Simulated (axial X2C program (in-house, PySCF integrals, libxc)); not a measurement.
## Worked dissociation energy of MgPd: PBE0, without spin–orbit coupling

Computed with an in-house relativistic program for diatomic molecules. Spin-free means the one-electron spin-free X2C Hamiltonian. Basis: Pd dyall-cv3z [12s12p8d5f3g], Mg dyall-cv3z [9s8p6d3f] (cores contracted in-house); Gaussian nuclei, density fitting, unrestricted open shells. Masses: Pd 105.903 u, Mg 23.985 u.

Molecular state: M_S = 0, Λ = 0 (closed shell).

| Quantity | Value |
| --- | --- |
| E(Pd) (2M_S = 0, M_L = 0) | -5045.013378 hartree |
| E(Mg) (2M_S = 0, M_L = 0) | -200.280670 hartree |
| E(MgPd) at Re | -5245.346057 hartree |
| ωe | 299.0 cm⁻¹ |
| ωexe | 1.82 cm⁻¹ |

(1) Work out De and D0.

The state is a single determinant with fixed occupations, the lowest that a limited PBE0 search found. De is counted from the lowest determinant-based energies of the atoms at the same level, without counterpoise correction.

Each atomic determinant is the lowest at this level and need not be a pure term. Totals compare only within one Hamiltonian and basis.

## Answers

(1) De = -5045.013378 + (-200.280670) − (-5245.346057) = 0.05201 hartree = 1.415 eV. The zero-point energy is ωe/2 − ωexe/4 = 149 cm⁻¹ = 0.018 eV, so D0 = 1.397 eV.
